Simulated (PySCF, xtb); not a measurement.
C3H7NSi, SMILES NC=C=C[SiH3].

GFN2-xTB run with xtb at its own geometry gives an orbital gap of 3.45 eV and a dipole moment of 1.56 D.

Geometry optimised at r2SCAN-D4/def2-SVP. The structure was generated by enumeration; whether it is a known compound was not checked. The values are those of a single conformer.

Question: What does HF/def2-TZVP (PySCF) give? (The exact figures need the calculation; the answer reports its results.)

Answer: gap 11.68 eV (levels -8.62 and 3.06 eV), dipole 2.09 D.
